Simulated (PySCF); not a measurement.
**Spinor energies of Nb²⁹⁺ (niobium, charge +29)**

Start: [Ne] 3s2. Calculated with PySCF 2.14 in an even-tempered Gaussian basis (19 s from 4.6 bohr⁻², ratio 2.4; 13 p from 6 bohr⁻², ratio 2.4; 5 d from 20 bohr⁻², ratio 2.6; 4 f from 30 bohr⁻², ratio 2.6): generalised Hartree-Fock with the X2C-1e Hamiltonian and a Gaussian nucleus; one run each with spin-orbit coupling (SO) switched off, then screened by Boettger's factors.

```csv
spinor shell,electrons,"ε, spin-free (eV)","ε, screened SO (eV)",weight of nominal j (screened SO),"rms radius, screened SO (bohr)"
1s1/2,2,-20607.5,-20606.8,1.000,0.0414
2s1/2,2,-4178.4,-4178.2,1.000,0.167
2p1/2,2,-3888.9,-3957.3,1.000,0.146
2p3/2,4,-3888.9,-3856.9,1.000,0.150
3s1/2,2,-1620.6,-1620.5,1.000,0.408
```

```tsv
quantity	spin-free	screened SO
E (hartree)	-3198.28561	-3198.63331
M_J	0	0
⟨J²⟩	0.000	0.000
⟨L²⟩	0.000	0.003
⟨S²⟩	0.000	0.003
```

Breit and QED terms are absent; they matter most for the inner s and p1/2 levels.

Densities and radii are taken from the X2C orbitals without a picture-change correction, which distorts them close to the nucleus.

Without spin-orbit coupling the j labels of p, d and f shells carry no meaning; the spin-free column gives the mean over the occupied spinors of each nl shell.
